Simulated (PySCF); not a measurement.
Gas-phase reaction: InH3 + N = InH + NH2

Energies from PySCF, thermal terms from the rigid-rotor harmonic-oscillator model, ideal gas at 1 bar. † marks an energy on the PBE0/def2-TZVP geometry and frequencies. Open shells (unrestricted): N (multiplicity 4), NH2 (multiplicity 2); the rest are closed-shell singlets. In: scalar-relativistic def2 core potential, no spin-orbit coupling. InH3, InH: computed as isolated molecules; such fragments, hydroxides, amides, oligomers or adducts are transient or little studied in the gas.

r2SCAN/def2-TZVP† gives ΔH°(298 K) = -277 kJ.

Q: What do PBE/def2-TZVP†, PBE0/def2-QZVP†, ωB97M-V/def2-TZVP† give?

A: PBE/def2-TZVP†: -324 kJ; PBE0/def2-QZVP†: -296 kJ; ωB97M-V/def2-TZVP†: -274 kJ. For scale, ΔH°(298 K) is -277 kJ at this level, -274 kJ at ωB97M-V/def2-TZVP†, and runs from -605 to -109 kJ over the 18 levels computed.
